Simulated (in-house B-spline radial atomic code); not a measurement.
## Response and correlation of Cs⁷⁺

Closed shell [Kr] 4d10 5s2. Computed with an all-electron radial atomic-structure program (B-spline basis): Dirac-Hartree-Fock, relativistic RPA (time-dependent Dirac-Hartree-Fock) for the response and second-order many-body perturbation theory for correlation, no-pair Dirac-Coulomb Hamiltonian, finite nucleus.

Command:
```bash
python run_mb.py task.json out
```
Settings (nuclear radius in fm, box in bohr, cutoff in hartree):
```
basis_form          2
Z                   55
core_configuration  [Kr] 4d10 5s2
rms_radius          4.8041
mass_number         133
speed_of_light      137.036
box_radius          8.526
lmax                7
intervals           61
virtual_cutoff      75625.0
```

Time taken, with all properties: 12 s on 1 thread of Intel(R) Xeon(R) 6975P-C, with other jobs on the host.

```tsv
multipole (bohr³, bohr⁵, bohr⁷)	uncoupled	coupled RPA
dipole	4.2464	4.2184
quadrupole	4.5521	?
octupole	13.496	16.386
```

Problem. What is the coupled quadrupole polarisability?

Solution. 5.3812 atomic units, +18 % against the uncoupled value.

Problem. Which subshells carry the dipole polarisability?

Solution. 5s1/2 95.4 %, 4d5/2 2.8 %, 4d3/2 1.8 %.

Problem. What does the dipole shielding factor come to?

Solution. The dipole shielding factor is 0.872, against the exact N/Z = 48/55 = 0.873 of the non-relativistic theorem.

Dipole polarisability at imaginary frequency:

```
u (Eh)  α(iu) (bohr³)
     0          4.218
 0.453          3.145
  1.13           1.64
  2.26         0.8771
  3.39         0.5904
  4.53         0.4269
  6.79         0.2526
  9.05         0.1669
  11.3         0.1194
  15.8        0.07121
  22.6        0.04082
  33.9        0.02161
  45.3        0.01357
  67.9       0.006902
   113       0.002806
   226      0.0007664
```

Problem. What dispersion coefficients follow for two such ions (the dispersion part alone)?

Solution. C6 = (3/π)∫α(iu)²du = 12.61 hartree·bohr⁶ and C8 = 106.1 hartree·bohr⁸.

Lowest J = 1 odd-parity excitations:

```tsv
energy (eV)	oscillator strength	leading channel	weight
11.738	0.0278	5s1/2 → p1/2	0.826
18.817	1.57	5s1/2 → p3/2	0.802
56.675	0.0365	5s1/2 → p1/2	0.959
57.931	0.1	5s1/2 → p3/2	0.957
75.567	0.0249	5s1/2 → p1/2	0.976
76.192	0.0807	5s1/2 → p3/2	0.974
77.437	0.00276	4d5/2 → p3/2	0.449
78.944	0.87	4d3/2 → p1/2	0.548
```

For an outer ns² shell RPA puts the lowest triplet far too low, and second order misses the ns²-np² near-degeneracy.

Second-order correlation energy by the highest angular momentum of the excited pair (hartree): s -0.02495, p -0.2574, d -0.6678, f -1.224, g -0.3823, h -0.1685, i -0.07693, k -0.0394.

Problem. What is the second-order correlation energy at the partial-wave limit?

Solution. The listed waves sum to -2.8413 hartree; extrapolating the increments as (l + 1/2)⁻⁴ gives -2.9218 hartree, -1.66 eV per electron.
